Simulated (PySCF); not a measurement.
A GIAO shielding run with PySCF 2.14.0 with density-fitted response routines (density fitting, non-relativistic, gas phase) on `F[SiH2]COC1=CCCC1`, C₆H₁₁FOSi:

```
$ OMP_NUM_THREADS=1 python probes_run.py task.json out

{"job": {"kind": "nmr", "xc": "PBE0", "basis": "pcSseg-1"}, "charge": 0, "multiplicity": 1}
F      4.741592    -0.116414     0.718898
Si     3.605764     0.529229    -0.230306
C      1.942802    -0.110756     0.434715
O      0.939901     0.435945    -0.410003
C     -0.343907     0.102644    -0.118843
C     -0.845453    -0.669468     0.838237
C     -2.344912    -0.712336     0.769242
C     -2.662902    -0.104067    -0.607594
C     -1.415974     0.704825    -0.988827
H      3.736135     1.968247    -0.068998
H      3.883026     0.026846    -1.565988
H      1.883264    -1.206848     0.416754
H      1.762765     0.199600     1.472378
H     -0.307539    -1.194009     1.606682
H     -2.778460    -0.114514     1.577196
H     -2.731519    -1.727799     0.868819
H     -2.815498    -0.904536    -1.332218
H     -3.561621     0.509695    -0.589111
H     -1.164238     0.629413    -2.046372
H     -1.528373     1.764982    -0.747696
```

Hardware: 1 thread of an Arm Neoverse N1, shared host. The job also computes population analyses, field gradients, ring-centre shieldings.

Q: How large is the calculation?

A: 78 electrons, 215 basis functions and 1135 auxiliary functions.

Q: How long does it take, and how much memory does it need?

A: 96 s of wall time, with 14 SCF cycles and 4 response iterations; peak memory 1 GiB. Times on a shared host scatter by some tens of per cent.
